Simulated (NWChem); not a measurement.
# ZnH₂; SMILES [ZnH2]

Program: NWChem. The geometry was optimised at PBE0/def2-SVP. Hybrids' shares of exact exchange are those that their runs print; pure functionals count as 0. The functionals differ in more than this share.

```csv
row,share of exact exchange,highest occupied level (eV)
PBE/def2-SVP,0.00,-6.56
N12/def2-SVP,0.00,-6.35
B3LYP/def2-SVP,0.20,-7.56
B3PW91/def2-SVP,0.20,-7.58
B97-2/def2-SVP,0.21,-7.52
PBE0/def2-SVP,0.25,withheld
BHandHLYP/def2-SVP,0.50,-8.88
```

### Question
Fit a straight line of the last column on the one before it, predict the withheld value, and compare with the run.

### Answer

1. Means of the 6 shown rows: x = 0.185, y = -7.408. Slope Σ(x − x̄)(y − ȳ)/Σ(x − x̄)² = -0.8240/0.1688 = -4.883; intercept -6.505.
2. The shown rows scatter about the line by 0.089 (root mean square); the largest residual is +0.16, at N12/def2-SVP.
3. At x = 0.25 (PBE0/def2-SVP; inside the shown range) the line gives -7.73.
4. The run gives -7.75, -0.02 from the line, 0.2 times the scatter.
